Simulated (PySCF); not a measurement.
GeOF2, SMILES [F][Ge]([F])=[O]. Geometry: B3LYP-D3(BJ)/def2-SVP.

All values below come from B3LYP-D3(BJ)/def2-SVP (PySCF 2.14.0).

Harmonic wavenumbers (cm⁻¹): 212, 228, 256, 720, 752, 1003. Rotational constants (GHz): 7.525, 5.908, 3.309; symmetry number 2.

Task: Work out the zero-point energy and the ideal-gas rigid-rotor harmonic-oscillator thermochemistry at 298.15 K and 1 atm.

Result: ZPE = ½ Σ hcν = ½ × 3170 cm⁻¹ = 4.53 kcal/mol. H − E(el) = 8.02 kcal/mol. Entropy in cal/(mol K): translation 40.42, rotation 23.82, vibration 6.24, total 70.48. G − E(el) = -13.00 kcal/mol. Cp = 15.22 cal/(mol K).
